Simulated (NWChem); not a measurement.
System: C₂H₇Al, triplet; SMILES of the neutral closed-shell parent [CH3][AlH][CH3]

Input file for NWChem:

```
start job
memory heap 200 mb stack 900 mb global 1100 mb
geometry units angstroms noautosym
  Al     0.869464    -0.047739     0.071799
  C     -0.802004     0.001793    -1.473266
  H      0.040469     0.051630    -2.202758
  H     -1.340901    -0.947243    -1.400721
  H     -1.371971     0.922910    -1.322770
  C     -0.646703    -0.026217     1.333563
  H     -0.100161     0.072196     2.314893
  H     -1.323351     0.840444     1.255395
  H     -1.245053    -0.948358     1.397158
  H      1.646508     1.363382    -0.300000
end
basis spherical
  * library def2-svp
end
dft
  odft
  mult 3
  xc pbe0
  grid fine
  iterations 150
end
driver
  maxiter 120
  tight
end
task dft optimize
task dft freq
```

Parts of the log:

```
             Northwest Computational Chemistry Package (NWChem) 7.3.0
             --------------------------------------------------------

                             Geometry "geometry" -> ""
                             -------------------------

 Output coordinates in angstroms (scale by  1.889725989 to convert to a.u.)

  No.       Tag          Charge          X              Y              Z
 ---- ---------------- ---------- -------------- -------------- --------------
    1 Al                  13.0000     0.90332869    -0.06610806     0.07691256
    2 C                    6.0000    -0.76813931    -0.01657606    -1.46815244
    3 H                    1.0000     0.07433369     0.03326094    -2.19764444
    4 H                    1.0000    -1.30703631    -0.96561206    -1.39560744
    5 H                    1.0000    -1.33810631     0.90454094    -1.31765644
    6 C                    6.0000    -0.61283831    -0.04458606     1.33867656
    7 H                    1.0000    -0.06629631     0.05382694     2.32000656
    8 H                    1.0000    -1.28948631     0.82207494     1.26050856
    9 H                    1.0000    -1.21118831    -0.96672706     1.40227156
   10 H                    1.0000     1.68037269     1.34501294    -0.29488644

 Effective nuclear repulsion energy (a.u.)      95.0564318631

                                Z-matrix (autoz)
                                --------

 Units are Angstrom for bonds and degrees for angles

      Type          Name      I     J     K     L     M      Value
      ----------- --------  ----- ----- ----- ----- ----- ----------
    1 Stretch                  1     2                       2.27673
    2 Stretch                  1     6                       1.97263
    3 Stretch                  1    10                       1.65327
    4 Stretch                  2     3                       1.11553
    5 Stretch                  2     4                       1.09377
    6 Stretch                  2     5                       1.09360
    7 Stretch                  6     7                       1.12756
    8 Stretch                  6     8                       1.10230
    9 Stretch                  6     9                       1.10110
   10 Bend                     1     2     3                83.70255
   11 Bend                     1     2     4               107.32710
   12 Bend                     1     2     5               107.91240
   13 Bend                     1     6     7               100.66601
   14 Bend                     1     6     8               115.78696
   15 Bend                     1     6     9               116.45367
   16 Bend                     2     1     6                82.50551
   17 Bend                     2     1    10               100.01293
   18 Bend                     3     2     4               117.01550
   19 Bend                     3     2     5               116.48556
   20 Bend                     4     2     5               117.70426
   21 Bend                     6     1    10               119.72119
   22 Bend                     7     6     8               106.89599
   23 Bend                     7     6     9               106.63218
   24 Bend                     8     6     9               109.20624
   25 Torsion                  2     1     6     7        -173.84736
   26 Torsion                  2     1     6     8         -59.04774
   27 Torsion                  2     1     6     9          71.37908
   28 Torsion                  3     2     1     6         176.81888
   29 Torsion                  3     2     1    10          57.83532
   30 Torsion                  4     2     1     6         -66.80359
   31 Torsion                  4     2     1    10         174.21284
   32 Torsion                  5     2     1     6          60.97849
   33 Torsion                  5     2     1    10         -58.00507
   34 Torsion                  7     6     1    10         -76.56084
   35 Torsion                  8     6     1    10          38.23878
   36 Torsion                  9     6     1    10         168.66560

                           NWChem Geometry Optimization
                           ----------------------------

 maximum gradient threshold         (gmax) =   0.000015
 rms gradient threshold             (grms) =   0.000010
 maximum cartesian step threshold   (xmax) =   0.000060
 rms cartesian step threshold       (xrms) =   0.000040
 fixed trust radius                (trust) =   0.300000
 source of zmatrix                         =   autoz

          -------------------
          Energy Minimization
          -------------------

 Using diagonal initial Hessian
 Scaling for Hessian diagonals: bonds = 1.00  angles = 0.25  torsions = 0.10

          --------
          Step   0

                                 NWChem DFT Module
                                 -----------------

 Summary of "ao basis" -> "ao basis" (spherical)
 ------------------------------------------------------------------------------
       Tag                 Description            Shells   Functions and Types
 ---------------- ------------------------------  ------  ---------------------
 Al                         def2-svp                 8       18   4s3p1d
 C                          def2-svp                 6       14   3s2p1d
 H                          def2-svp                 3        5   2s1p

[...]

      ----------------------
      Optimization converged
      ----------------------

  Step       Energy      Delta E   Gmax     Grms     Xrms     Xmax
  ---- ---------------- -------- -------- -------- -------- --------
@   53    -322.37635105 -2.1D-10  0.00000  0.00000  0.00002  0.00005
                                     ok       ok       ok       ok

                                Z-matrix (autoz)
                                --------

 Units are Angstrom for bonds and degrees for angles

[...]

 Rotational Constants
 --------------------
 A=   0.571387 cm-1  (  0.822080 K)
 B=   0.164960 cm-1  (  0.237335 K)
 C=   0.139108 cm-1  (  0.200141 K)

 Temperature                      =   298.15K
 frequency scaling parameter      =   1.0000

 Zero-Point correction to Energy  =   46.864 kcal/mol  (  0.074683 au)
 Thermal correction to Energy     =   51.164 kcal/mol  (  0.081535 au)
 Thermal correction to Enthalpy   =   51.756 kcal/mol  (  0.082479 au)

 Total Entropy                    =   78.496 cal/mol-K
   - Translational                =   38.079 cal/mol-K (mol. weight =  58.0363)
   - Rotational                   =   24.313 cal/mol-K (symmetry #  =        1)
   - Vibrational                  =   16.104 cal/mol-K

 Cv (constant volume heat capacity) =   22.141 cal/mol-K
   - Translational                  =    2.979 cal/mol-K
   - Rotational                     =    2.979 cal/mol-K
   - Vibrational                    =   16.182 cal/mol-K

[normal modes left out]

 ----------------------------------------------------------------------------
 Normal Eigenvalue ||           Projected Infra Red Intensities
  Mode   [cm**-1]  || [atomic units] [(debye/angs)**2] [(KM/mol)] [arbitrary]
 ------ ---------- || -------------- ----------------- ---------- -----------
    1       -0.000 ||    0.001060           0.024         1.033       0.592
    2       -0.000 ||    0.001016           0.023         0.990       0.567
    3        0.000 ||    0.000027           0.001         0.026       0.015
    4        0.000 ||    0.000115           0.003         0.112       0.064
    5        0.000 ||    0.000627           0.014         0.611       0.350
    6        0.000 ||    0.000011           0.000         0.010       0.006
    7       64.517 ||    0.000101           0.002         0.099       0.056
    8      110.362 ||    0.000027           0.001         0.026       0.015
    9      125.966 ||    0.000825           0.019         0.804       0.461
   10      257.431 ||    0.008810           0.203         8.588       4.919
   11      402.663 ||    0.039434           0.910        38.442      22.019
   12      473.153 ||    0.045493           1.050        44.349      25.402
   13      585.772 ||    0.007923           0.183         7.724       4.424
   14      606.012 ||    0.017687           0.408        17.242       9.876
   15      624.156 ||    0.046190           1.066        45.028      25.792
   16      692.202 ||    0.039242           0.905        38.255      21.912
   17      700.458 ||    0.077368           1.785        75.422      43.201
   18      996.155 ||    0.005205           0.120         5.074       2.907
   19     1192.352 ||    0.013674           0.315        13.331       7.636
   20     1361.137 ||    0.005628           0.130         5.486       3.143
   21     1403.197 ||    0.009650           0.223         9.408       5.388
   22     1414.853 ||    0.009032           0.208         8.805       5.043
   23     1422.268 ||    0.007294           0.168         7.111       4.073
   24     1501.703 ||    0.177763           4.101       173.292      99.260
   25     3036.329 ||    0.006922           0.160         6.747       3.865
   26     3054.210 ||    0.001562           0.036         1.523       0.872
   27     3137.901 ||    0.005250           0.121         5.118       2.931
   28     3144.045 ||    0.004834           0.112         4.713       2.699
   29     3217.958 ||    0.003984           0.092         3.883       2.224
   30     3272.813 ||    0.000514           0.012         0.501       0.287
 ----------------------------------------------------------------------------
```

Level: PBE0/def2-SVP, spin-unrestricted. The spin multiplicity was typed, not searched, and may not be the lowest.
